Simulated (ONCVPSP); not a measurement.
## An all-electron radial function and its pseudo partner (In (Z = 49))

Columns: radius, all-electron u(r) and pseudo u(r) of the 4d shell (level -18.57 eV) of indium in the configuration [Ar] 3d10 4s2 4p6 4d10 5s2 5p1; Wu-Cohen, scalar-relativistic, ONCV scheme, ONCVPSP 4.0.1.

```csv
r (bohr),all-electron,pseudo
0.075,-0.1650,0.0031
0.150,-0.4425,0.0238
0.225,-0.5061,0.0750
0.300,-0.3580,0.1622
0.375,-0.0999,0.2824
0.450,0.1827,0.4248
0.525,0.4393,0.5742
0.600,0.6476,0.7146
0.675,0.8015,0.8324
0.750,0.9044,0.9196
0.825,0.9638,0.9732
0.900,0.9884,0.9958
0.975,0.9868,0.9923
1.050,0.9662,0.9695
1.125,0.9326,0.9340
1.200,0.8904,0.8908
1.275,0.8432,0.8432
1.350,0.7934,0.7934
1.425,0.7427,0.7427
1.500,0.6925,0.6926
1.575,0.6437,0.6437
1.650,0.5968,0.5968
1.725,0.5522,0.5522
1.800,0.5100,0.5100
1.875,0.4704,0.4704
1.950,0.4335,0.4335
```

Question: How many radial nodes do the two functions have?

Answer: The all-electron 4d function has n − l − 1 = 1; the pseudo-wave has 0, since the states of the same l below it are removed with the core.

Question: At about which radius was the pseudo-wave matched?

Answer: 1.35 bohr. The columns agree to 0.0005 from 1.20 bohr on; several derivatives are matched, so the curves merge somewhat inside the radius.

Question: Is the pseudo-wave norm-conserving?

Answer: Yes: the ONCV scheme keeps the norm inside the radius equal to the all-electron one, which fixes the energy derivative of the logarithmic derivative at the level.
